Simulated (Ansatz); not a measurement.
The cluster AlO₃H₃. Total charge 0; singlet. Geometry PBE0-D4/def2-TZVP.

Cartesian coordinates in Å:
```
Al 0.086 -0.018 -0.560
O -0.906 0.122 1.102
O 1.719 0.410 -0.521
O -0.563 -1.224 0.571
H 2.322 0.159 0.176
H -1.870 0.142 1.023
H -0.788 0.408 -1.791
```

The structure holds 1 bond(s) between oxygen atoms. Another isomer (singlet) lies 4.68 eV lower at PBE0-D4/def2-TZVP; other spin states weren't run for this one.

(1) Estimate the orbital energies around the gap (eV) in Ansatz with PBE-D4/def2-TZVP, r2SCAN-D4/def2-TZVP, r2SCANh-D4/def2-TZVP, PBE0-D4/def2-TZVP, ωB97M-V/def2-TZVP.

Results:

(1) 
```json
{"orbital": "HOMO−5", "PBE-D4/def2-TZVP": "-11.16", "r2SCAN-D4/def2-TZVP": "-11.65", "r2SCANh-D4/def2-TZVP": "-12.34", "PBE0-D4/def2-TZVP": "-13.03", "ωB97M-V/def2-TZVP": "-15.46"}
{"orbital": "HOMO−4", "PBE-D4/def2-TZVP": "-8.17", "r2SCAN-D4/def2-TZVP": "-8.55", "r2SCANh-D4/def2-TZVP": "-9.23", "PBE0-D4/def2-TZVP": "-9.96", "ωB97M-V/def2-TZVP": "-12.54"}
{"orbital": "HOMO−3", "PBE-D4/def2-TZVP": "-7.91", "r2SCAN-D4/def2-TZVP": "-8.25", "r2SCANh-D4/def2-TZVP": "-8.78", "PBE0-D4/def2-TZVP": "-9.37", "ωB97M-V/def2-TZVP": "-11.90"}
{"orbital": "HOMO−2", "PBE-D4/def2-TZVP": "-7.60", "r2SCAN-D4/def2-TZVP": "-7.99", "r2SCANh-D4/def2-TZVP": "-8.65", "PBE0-D4/def2-TZVP": "-9.36", "ωB97M-V/def2-TZVP": "-11.71"}
{"orbital": "HOMO−1", "PBE-D4/def2-TZVP": "-7.21", "r2SCAN-D4/def2-TZVP": "-7.60", "r2SCANh-D4/def2-TZVP": "-8.26", "PBE0-D4/def2-TZVP": "-8.96", "ωB97M-V/def2-TZVP": "-11.45"}
{"orbital": "HOMO", "PBE-D4/def2-TZVP": "-6.70", "r2SCAN-D4/def2-TZVP": "-7.10", "r2SCANh-D4/def2-TZVP": "-7.79", "PBE0-D4/def2-TZVP": "-8.53", "ωB97M-V/def2-TZVP": "-11.03"}
{"orbital": "LUMO", "PBE-D4/def2-TZVP": "-2.28", "r2SCAN-D4/def2-TZVP": "-1.91", "r2SCANh-D4/def2-TZVP": "-1.38", "PBE0-D4/def2-TZVP": "-0.89", "ωB97M-V/def2-TZVP": "1.02"}
{"orbital": "LUMO+1", "PBE-D4/def2-TZVP": "-0.55", "r2SCAN-D4/def2-TZVP": "0.12", "r2SCANh-D4/def2-TZVP": "0.39", "PBE0-D4/def2-TZVP": "0.37", "ωB97M-V/def2-TZVP": "1.93"}
{"orbital": "LUMO+2", "PBE-D4/def2-TZVP": "-0.24", "r2SCAN-D4/def2-TZVP": "0.25", "r2SCANh-D4/def2-TZVP": "0.57", "PBE0-D4/def2-TZVP": "0.77", "ωB97M-V/def2-TZVP": "2.38"}
{"orbital": "LUMO+3", "PBE-D4/def2-TZVP": "0.14", "r2SCAN-D4/def2-TZVP": "0.79", "r2SCANh-D4/def2-TZVP": "1.04", "PBE0-D4/def2-TZVP": "0.98", "ωB97M-V/def2-TZVP": "2.82"}
{"orbital": "LUMO+4", "PBE-D4/def2-TZVP": "1.72", "r2SCAN-D4/def2-TZVP": "2.51", "r2SCANh-D4/def2-TZVP": "2.79", "PBE0-D4/def2-TZVP": "2.56", "ωB97M-V/def2-TZVP": "3.73"}
{"orbital": "LUMO+5", "PBE-D4/def2-TZVP": "1.85", "r2SCAN-D4/def2-TZVP": "2.66", "r2SCANh-D4/def2-TZVP": "2.88", "PBE0-D4/def2-TZVP": "2.76", "ωB97M-V/def2-TZVP": "4.38"}
```
